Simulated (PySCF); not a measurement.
# KS⁻ from Hartree–Fock to correlated methods

State: ³Π (triplet), unpaired electrons σ ↑, π ↑. Set-up: basis K def2-SVPD, S def2-SVPD; no relativity; PySCF 2.14. De refers to K + S⁻ in their high-spin ground configurations, without counterpoise correction. The functionals are run spin-unrestricted. A positive dipole points towards S; it is taken about the centre of mass and depends on that origin.

```tsv
Level	Re (Å)	ωe (cm⁻¹)	De (eV)	μ (D)	CPU s a point (SCF and correlation, without the integrals)
UHF	3.079	188	n/a	3.16	0.18
UHF-MP2	3.069	185	n/a	n/a	0.29
UHF-SCS-MP2	3.076	184	n/a	n/a	n/a
UHF-CCSD	3.073	184	n/a	n/a	n/a
UHF-CCSD(T)	3.077	182	n/a	n/a	5.4
PBE	3.027	185	1.21	2.37	0.58
revPBE	3.062	177	1.17	2.67	0.4
TPSS	3.025	187	1.27	3.28	0.91
r²SCAN	3.027	191	1.26	2.47	0.79
TPSSh	3.018	190	1.28	3.20	1
PBE0	3.009	193	1.26	2.67	0.95
```

Question: What does a quarter of exact exchange do here, going from PBE to PBE0?

Answer: PBE0 less PBE: -1.8 pm in Re, +4.3 % in ωe, +0.05 eV in De. Exact exchange removes part of the self-interaction that spreads semilocal densities, and in most molecules shortens and stiffens the bond and lowers De; here De goes the other way.

Question: What does second-order correlation do here, going from UHF to UHF-MP2?

Answer: UHF-MP2 less UHF: -1.0 pm in Re, -1.6 % in ωe. Correlation nearly always deepens the well. The bond shortens, as in weak, metallic or heavy-atom bonds, where dispersion and the correlation of outer-core electrons pull the atoms together.

Question: What does all correlation do here, going from UHF to UHF-CCSD(T)?

Answer: UHF-CCSD(T) less UHF: -0.2 pm in Re, -3.2 % in ωe. Correlation nearly always deepens the well. The bond shortens, as in weak, metallic or heavy-atom bonds, where dispersion and the correlation of outer-core electrons pull the atoms together.

Correlated steps freeze 10 core orbitals. For an ion De counts to the pair picked by the measured ionisation energies or electron affinities, which need not be the lowest pair at this level. Counting both spins, an empty level lies below a filled one in some of these solutions, because spin and occupation are held. The highest Kohn–Sham level is positive in this anion. Much of that is self-interaction error, but it also means that the finite basis helps to hold the extra electron. The state is the lowest determinant that a PBE0 search found; another state may lie lower at other levels.

The whole job (state search and all levels along the bond) took about 2.4 min on 1 thread of Oxide Virtual Turin-like (shared host), peak memory 0.65 GiB.
